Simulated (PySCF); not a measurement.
**Electron correlation in Hf⁺ (hafnium, charge +1)**

[Xe] 4f14 5d1 6s1 6p1, one real determinant (an excited configuration). Calculation: PySCF 2.14, in def2-TZVPPD with the def2 core potential (60 electrons); scalar relativity through the core potential. Frozen: 5s2 5p6; 3 electrons correlated.

```tsv
level	correlation energy (mhartree)
CCSD	-11.37
(T)	-0.21
CCSD(T)	-11.58
```

Diagnostics: T1 = 0.021, D1 = 0.0505, largest double amplitude 0.085.

The real determinant used has ⟨L²⟩ near 8 against 12 for a pure F term, so it mixes terms. Spin-orbit coupling, absent here, splits the open shell strongly.

Cost of the coupled-cluster step: about 4 core-seconds, for 3 correlated electrons.

Iterations:

```
CC2 = 0
CCSD nocc = (np.int64(3), np.int64(0)), nmo = (55, 55)
frozen orbitals [[0, 1, 2, 3], [0, 1, 2, 3]]
max_cycle = 100
direct = 0
conv_tol = 1e-08
conv_tol_normt = 1e-06
diis_space = 8
diis_start_cycle = 0
Init t2, MP2 energy = -0.00735623433849431
Init E_corr(UCCSD) = -0.00735623434239034
cycle = 1  E_corr(UCCSD) = -0.00948600470173233  dE = -0.00212977036  norm(t1,t2) = 0.0275628
cycle = 2  E_corr(UCCSD) = -0.0102485392513099  dE = -0.00076253455  norm(t1,t2) = 0.0156134
cycle = 3  E_corr(UCCSD) = -0.0110115362652427  dE = -0.000762997014  norm(t1,t2) = 0.011227
cycle = 4  E_corr(UCCSD) = -0.0111772891007718  dE = -0.000165752836  norm(t1,t2) = 0.00719734
cycle = 5  E_corr(UCCSD) = -0.0113651584972704  dE = -0.000187869396  norm(t1,t2) = 0.00365604
cycle = 6  E_corr(UCCSD) = -0.0113559980447856  dE = 9.16045248e-06  norm(t1,t2) = 0.00125031
cycle = 7  E_corr(UCCSD) = -0.0113780187506621  dE = -2.20207059e-05  norm(t1,t2) = 0.000696394
cycle = 8  E_corr(UCCSD) = -0.0113572722179966  dE = 2.07465327e-05  norm(t1,t2) = 0.000427084
cycle = 9  E_corr(UCCSD) = -0.0113760030216045  dE = -1.87308036e-05  norm(t1,t2) = 0.000212943
cycle = 10  E_corr(UCCSD) = -0.0113695386207324  dE = 6.46440087e-06  norm(t1,t2) = 0.000115144
cycle = 11  E_corr(UCCSD) = -0.0113694792596031  dE = 5.93611293e-08  norm(t1,t2) = 7.83235e-05
cycle = 12  E_corr(UCCSD) = -0.0113695056249571  dE = -2.63653541e-08  norm(t1,t2) = 7.2585e-05
cycle = 13  E_corr(UCCSD) = -0.0113700617810939  dE = -5.56156137e-07  norm(t1,t2) = 6.22433e-05
cycle = 14  E_corr(UCCSD) = -0.0113703049017717  dE = -2.43120678e-07  norm(t1,t2) = 3.63267e-05
cycle = 15  E_corr(UCCSD) = -0.0113702200032222  dE = 8.48985495e-08  norm(t1,t2) = 5.99669e-06
cycle = 16  E_corr(UCCSD) = -0.0113702087501817  dE = 1.12530405e-08  norm(t1,t2) = 2.91482e-06
cycle = 17  E_corr(UCCSD) = -0.0113702170556407  dE = -8.305459e-09  norm(t1,t2) = 8.05214e-07
UCCSD converged
E(UCCSD) = -47.06022132244816  E_corr = -0.01137021705564071
UCCSD(T) correction = -0.000210896132789757
```

The reference is one real determinant that mixes LS terms of this configuration.
